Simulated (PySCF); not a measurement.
A structure optimised at B3LYP-D3(BJ)/def2-SVP, used in a PySCF frequency run:

```
B
O 1 1.3544
O 1 1.3630 2 115.33
H 3 0.9633 1 113.46 2 180.00
C 2 1.4059 1 125.85 3 180.00
H 5 1.1021 2 109.61 1 -120.66
H 5 1.1021 6 108.24 2 119.51
H 5 1.1045 6 108.22 7 117.07
Si 1 2.0547 2 123.52 5 0.00
H 9 1.4962 1 112.45 2 60.42
H 9 1.4962 10 106.97 8 70.10
H 9 1.4984 10 107.50 11 115.20
```

**Question.** Write its SMILES, formula and point group.

**Answer.** COB(O)[SiH3], CH₇BO₂Si, Cs

**Question.** What are its rotational constants (standard atomic weights)?

**Answer.** 4.3575, 3.0507, 1.8540 GHz
